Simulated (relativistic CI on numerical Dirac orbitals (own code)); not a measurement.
# N I: calculation against measurement

Method of calculation: Dirac-Coulomb-Breit CI, orbitals from a KLI potential per configuration, a model potential for QED, valence Slater integrals scaled by 0.85, P86 correlation estimate, and configurations built on the next ion tied to the tabulated ionisation energy (semi-empirical) (own radial code, finite nucleus).

Configuration list (outside the closed core 1s2): 2s2 2p3, 2s2 2p2 3s, 2s 2p4, 2s2 2p2 3p, 2s2 2p2 4s, 2s2 2p2 3d, 2p5, 2s2 2p2 4p, 2s2 2p2 4d, 2s2 2p2 4f, 2s2 2p 3s2, 2s2 2p 3s 3p. Levels of other configurations are missing.

```
Configuration  Term (tabulated)    J  Measured (cm⁻¹)  Computed  Error  Purity (%)
      2s2 2p3               4S°  3/2              0.0         0      0         100
      2s2 2p3               2D°  5/2          19224.5     19244     19         100
      2s2 2p3               2D°  3/2          19233.2     19253     20         100
      2s2 2p3               2P°  1/2          28838.9     26308  -2531          97
      2s2 2p3               2P°  3/2          28839.3     26307  -2532          97
   2s2 2p2 3s                4P  1/2          83284.1     83583    299          99
   2s2 2p2 3s                4P  3/2          83317.8     83627    309          99
   2s2 2p2 3s                4P  5/2          83364.6     83693    328          98
   2s2 2p2 3s                2P  1/2          86137.4     85734   -403         100
   2s2 2p2 3s                2P  3/2          86220.5     85819   -402         100
       2s 2p4                4P  5/2          88107.3     93507   5400          94
       2s 2p4                4P  3/2          88151.2     93568   5417          94
       2s 2p4                4P  1/2          88170.6     93598   5428          94
   2s2 2p2 3p               2S°  1/2          93581.6     93672     91          99
   2s2 2p2 3p               4D°  1/2          94770.9     94423   -348         100
   2s2 2p2 3p               4D°  3/2          94793.5     94446   -348          99
   2s2 2p2 3p               4D°  5/2          94830.9     94483   -347          99
   2s2 2p2 3p               4D°  7/2          94881.8     94536   -346         100
   2s2 2p2 3p               4P°  1/2          95475.3     94991   -484         100
   2s2 2p2 3p               4P°  3/2          95493.7     95010   -484         100
   2s2 2p2 3p               4P°  5/2          95532.1     95049   -483         100
   2s2 2p2 3p               4S°  3/2          96750.8     96565   -185          99
   2s2 2p2 3p               2D°  3/2          96787.7     96132   -656         100
   2s2 2p2 3p               2D°  5/2          96864.1     96210   -654         100
   2s2 2p2 3p               2P°  1/2          97770.2     97068   -702          99
   2s2 2p2 3p               2P°  3/2          97805.8     97104   -702          98
   2s2 2p2 3s                2D  5/2          99663.4     99125   -538         100
   2s2 2p2 3s                2D  3/2          99663.9     99126   -538         100
   2s2 2p2 4s                4P  1/2         103622.5    103673     50          94
   2s2 2p2 4s                4P  3/2         103667.2    103714     47          93
   2s2 2p2 4s                4P  5/2         103735.5    103776     41          91
   2s2 2p2 4s                2P  1/2         104144.8    104404    259          91
   2s2 2p2 4s                2P  3/2         104221.6    104484    262          85
   2s2 2p2 3d                2P  3/2         104615.5    103861   -754          93
   2s2 2p2 3d                2P  1/2         104654.0    103899   -755          91
   2s2 2p2 3d                4F  3/2         104664.1    103953   -711          99
   2s2 2p2 3d                4F  5/2         104683.1    103973   -710          97
   2s2 2p2 3d                4F  7/2         104716.9    104007   -710          97
   2s2 2p2 3d                4F  9/2         104765.8    104056   -710         100
   2s2 2p2 3d                2F  5/2         104810.4    104154   -656          96
   2s2 2p2 3d                2F  7/2         104881.4    104221   -660          89
```

Measured levels from NIST Handbook of Basic Atomic Spectroscopic Data (Sansonetti and Martin, J. Phys. Chem. Ref. Data 34, 1559 (2005)); pairs were made by configuration, J and term (by order where the table uses no LS term), so strongly mixed levels may be paired wrongly.

Mean error by configuration (cm⁻¹): 2s2 2p3 -1256; 2s2 2p2 3s -135; 2s 2p4 5415; 2s2 2p2 3p -435; 2s2 2p2 4s 132; 2s2 2p2 3d -708. Over the excited levels the mean absolute error is 908 cm⁻¹ (40 of the 40 excited levels that our extract of the source holds in range could be paired), and the median relative error of those above 1,000 cm⁻¹ is 0.51 %.

Transition probabilities of persistent lines. The last column rescales the computed rate by the cube of measured over computed energy:

```
λ measured (Å)               Lower               Upper  A tabulated (s⁻¹)  A computed  A rescaled
1199.55 vacuum     2s2 2p3 4S°_3/2   2s2 2p2 3s 4P_5/2           4.07e+08    2.27e+08    2.25e+08
1200.22 vacuum     2s2 2p3 4S°_3/2   2s2 2p2 3s 4P_3/2           4.02e+08    2.26e+08    2.23e+08
1200.71 vacuum     2s2 2p3 4S°_3/2   2s2 2p2 3s 4P_1/2           4.00e+08    2.25e+08    2.23e+08
1243.18 vacuum     2s2 2p3 2D°_5/2   2s2 2p2 3s 2D_5/2           3.21e+08    2.40e+08    2.45e+08
1492.62 vacuum     2s2 2p3 2D°_5/2   2s2 2p2 3s 2P_3/2           3.13e+08    2.97e+08    3.02e+08
1742.73 vacuum     2s2 2p3 2P°_3/2   2s2 2p2 3s 2P_3/2           1.16e+08    1.54e+08    1.38e+08
   7468.31 air   2s2 2p2 3s 4P_5/2  2s2 2p2 3p 4S°_3/2           1.93e+07    2.48e+07    2.79e+07
   8680.28 air   2s2 2p2 3s 4P_5/2  2s2 2p2 3p 4D°_7/2           2.46e+07    2.78e+07    3.33e+07
   8683.40 air   2s2 2p2 3s 4P_3/2  2s2 2p2 3p 4D°_5/2           1.80e+07    2.09e+07    2.49e+07
  12469.62 air  2s2 2p2 3p 2D°_5/2   2s2 2p2 3d 2F_7/2           2.28e+07    2.31e+07    2.32e+07
```
